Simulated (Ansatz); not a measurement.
The cluster Ti2N2, relaxed as a quintet with UKS r2SCAN-D4/def2-SVP in Ansatz, starting from the r2SCAN-D4/def2-SVP geometry of the neutral singlet. Force threshold 0.02 eV/Å.

At r2SCAN-D4/def2-SVP a triplet of charge 0 lies 2.60 eV below the quintet, each at its own geometry. The structure comes from a short search, and lower isomers may exist.

Start:

```xyz
4

Ti    0.282    0.060    1.220
Ti   -0.286   -0.068   -1.219
N     1.076   -0.581   -0.220
N    -1.072    0.590    0.219
```

| step | energy (eV) | largest force component (eV/Å) | SCF passes |
| --- | --- | --- | --- |
| 1 | -49195.6421 | 4.258 | 212 |
| 2 | -49196.5543 | 0.362 | 169 |
| 3 | -49196.5963 | 0.267 | 160 |
| 4 | -49196.6024 | 0.120 | 161 |
| 5 | -49196.6054 | 0.059 | 89 |
| 6 | -49196.6057 | 0.008 | 151 |

Force components are those of the run's own axes.

End:

```xyz
4

Ti    0.307    0.053    1.362
Ti   -0.326   -0.090   -1.356
N     1.022   -0.533   -0.210
N    -1.003    0.570    0.204
```

By distances, no bond broke or formed. The bond that changes most is Ti1–N4, from 1.77 to 1.82 Å (atoms count from 1).

No frequencies were taken in this run, so the end may be a saddle point.

Run time 2.9 min (4 threads of Arm Neoverse V2 on a shared host).
